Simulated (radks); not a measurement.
All-electron atom: the iridium ion Ir2+ in [Xe] 4f14 5d7. All-electron calculation, scalar-relativistic Kohn-Sham, PBE, spin-polarised, spherical densities, finite nucleus; open shells are filled with parallel spins first (spin-orbit coupling, left out, can overturn this in heavy ions); Fermi nuclear charge, rms radius 5.4032 fm. Program: a radial shooting solver on a logarithmic mesh with Libxc functionals.

Normalised radial functions P(r) = r R(r), r in bohr:

r,5s down,4f down,5p down
0.00134,0.0932,0.0000,0.0034
0.001548,0.1031,0.0000,0.0044
0.001788,0.1136,0.0000,0.0055
0.002065,0.1247,0.0000,0.0070
0.002385,0.1363,0.0000,0.0089
0.002754,0.1483,0.0000,0.0113
0.00318,0.1603,0.0000,0.0143
0.003673,0.1721,0.0000,0.0181
0.004242,0.1832,0.0000,0.0228
0.004899,0.1930,0.0000,0.0287
0.005658,0.2008,0.0000,0.0360
0.006482,0.2054,0.0000,0.0445
0.007486,0.2065,0.0000,0.0554
0.008645,0.2024,0.0001,0.0686
0.009984,0.1918,0.0001,0.0844
0.01153,0.1733,0.0002,0.1031
0.01332,0.1457,0.0003,0.1247
0.01538,0.1080,0.0005,0.1490
0.01776,0.0598,0.0009,0.1757
0.02051,0.0015,0.0015,0.2036
0.02369,-0.0649,0.0025,0.2312
0.02736,-0.1359,0.0042,0.2559
0.0316,-0.2057,0.0068,0.2742
0.03649,-0.2665,0.0111,0.2817
0.04214,-0.3083,0.0177,0.2734
0.04867,-0.3205,0.0280,0.2440
0.05621,-0.2929,0.0436,0.1894
0.06491,-0.2193,0.0669,0.1079
0.07497,-0.1001,0.1008,0.0018
0.08658,0.0543,0.1487,-0.1201
0.09999,0.2212,0.2147,-0.2423
0.1155,0.3669,0.3022,-0.3426
0.1334,0.4516,0.4140,-0.3951
0.154,0.4396,0.5503,-0.3761
0.1779,0.3119,0.7078,-0.2724
0.2054,0.0796,0.8787,-0.0895
0.2372,-0.2109,1.0498,0.1432
0.274,-0.4828,1.2043,0.3743
0.3164,-0.6492,1.3235,0.5406
0.3654,-0.6412,1.3898,0.5853
0.422,-0.4359,1.3925,0.4775
0.4874,-0.0687,1.3302,0.2254
0.5629,0.3759,1.2110,-0.1241
0.6449,0.7717,1.0596,-0.4787
0.7447,1.0756,0.8761,-0.8064
0.8601,1.2081,0.6876,-1.0251
0.9933,1.1653,0.5105,-1.1039
1.147,0.9889,0.3570,-1.0478
1.325,0.7455,0.2340,-0.8919
1.53,0.5004,0.1431,-0.6859
1.767,0.2985,0.0811,-0.4776
2.041,0.1571,0.0422,-0.3003
2.357,0.0722,0.0200,-0.1693
2.722,0.0285,0.0085,-0.0847
3.143,0.0095,0.0032,-0.0370
3.63,0.0026,0.0010,-0.0139
4.192,0.0006,0.0003,-0.0044
4.842,0.0001,0.0001,-0.0011
5.592,0.0000,0.0000,-0.0002

5s down: eigenvalue -114.77 eV, 4 radial nodes at r = 0.0206, 0.0825, 0.214, 0.499 bohr, <r> = 0.976 bohr, 90 % of the charge inside 1.40 bohr. 4f down: eigenvalue -79.578 eV, 0 radial nodes, <r> = 0.534 bohr, 90 % of the charge inside 0.867 bohr. 5p down: eigenvalue -71.377 eV, 3 radial nodes at r = 0.0751, 0.218, 0.536 bohr, <r> = 1.13 bohr, 90 % of the charge inside 1.64 bohr.
